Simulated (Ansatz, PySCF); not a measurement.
Dissociation curve of trigermane, SMILES [GeH3][GeH2][GeH3]. The Ge1–H11 bond (Ge1 also carries Ge, H, H; H11 carries nothing else) is stretched with both fragments frozen at the PBE0/def2-SVP optimised geometry.

- UKS-PBE0 = unrestricted PBE0/cc-pVDZ (Ansatz, an electronic-structure program)
- RKS-PBE0 = restricted PBE0/cc-pVDZ run with Ansatz
- UKS-PBE = Ansatz with unrestricted PBE/cc-pVDZ
- RKS-PBE = restricted PBE/cc-pVDZ in Ansatz
- UKS-B3LYP/6-31G* = unrestricted B3LYP/6-31G*, spherical d in PySCF 2.14.0
- RKS-B3LYP/6-31G* = restricted B3LYP/6-31G*, spherical d in PySCF
- UKS-B3LYP/3-21G = unrestricted B3LYP/3-21G (PySCF 2.14.0)
- RKS-B3LYP/3-21G = restricted B3LYP/3-21G run with PySCF

Scanned distances (Å): 1.25, 1.37, 1.44, 1.51, 1.54, 1.57, 1.66, 1.73, 1.89, 2.03, 2.27, 2.55, 2.85, 3.23, 3.76, 4.44.

Q: Where does the unrestricted solution first break spin symmetry (<S²> of 0.01 or more)?

A: UKS-PBE0: between 2.27 and 2.55 Å; UKS-PBE: between 2.55 and 2.85 Å; UKS-B3LYP/6-31G*: between 2.55 and 2.85 Å; UKS-B3LYP/3-21G: between 2.55 and 2.85 Å.

| R / Å | <S²> UKS-PBE0 | E(RKS-PBE0) − E(UKS-PBE0) / kJ/mol | <S²> UKS-PBE | E(RKS-PBE) − E(UKS-PBE) / kJ/mol | <S²> UKS-B3LYP/6-31G* | E(RKS-B3LYP/6-31G*) − E(UKS-B3LYP/6-31G*) / kJ/mol | <S²> UKS-B3LYP/3-21G | E(RKS-B3LYP/3-21G) − E(UKS-B3LYP/3-21G) / kJ/mol |
|---|---|---|---|---|---|---|---|---|
| 1.25 | 0.00 | 0.0 | 0.00 | 0.0 | 0.00 | 0.0 | 0.00 | 0.0 |
| 1.37 | 0.00 | 0.0 | 0.00 | 0.0 | 0.00 | 0.0 | 0.00 | 0.0 |
| 1.44 | 0.00 | 0.0 | 0.00 | 0.0 | 0.00 | 0.0 | 0.00 | 0.0 |
| 1.51 | 0.00 | 0.0 | 0.00 | 0.0 | 0.00 | 0.0 | 0.00 | 0.0 |
| 1.54 | 0.00 | 0.0 | 0.00 | 0.0 | 0.00 | 0.0 | 0.00 | 0.0 |
| 1.57 | 0.00 | 0.0 | 0.00 | 0.0 | 0.00 | 0.0 | 0.00 | 0.0 |
| 1.66 | 0.00 | 0.0 | 0.00 | 0.0 | 0.00 | 0.0 | 0.00 | 0.0 |
| 1.73 | 0.00 | 0.0 | 0.00 | 0.0 | 0.00 | 0.0 | 0.00 | 0.0 |
| 1.89 | 0.00 | 0.0 | 0.00 | 0.0 | 0.00 | 0.0 | 0.00 | 0.0 |
| 2.03 | 0.00 | 0.0 | 0.00 | 0.0 | 0.00 | 0.0 | 0.00 | 0.0 |
| 2.27 | 0.00 | 0.0 | 0.00 | 0.0 | 0.00 | 0.0 | 0.00 | 0.0 |
| 2.55 | 0.06 | 0.1 | 0.00 | 0.0 | 0.00 | 0.0 | 0.00 | 0.0 |
| 2.85 | 0.58 | 18.9 | 0.26 | 1.7 | 0.45 | 11.8 | 0.43 | 10.6 |
| 3.23 | 0.86 | 60.9 | 0.75 | 24.8 | 0.77 | 44.1 | 0.77 | 43.8 |
| 3.76 | 0.97 | 115.9 | 0.96 | 64.2 | 0.95 | 90.4 | 0.95 | 93.0 |
| 4.44 | 1.00 | 162.8 | 1.00 | 98.2 | 0.99 | 132.6 | 0.99 | 138.4 |
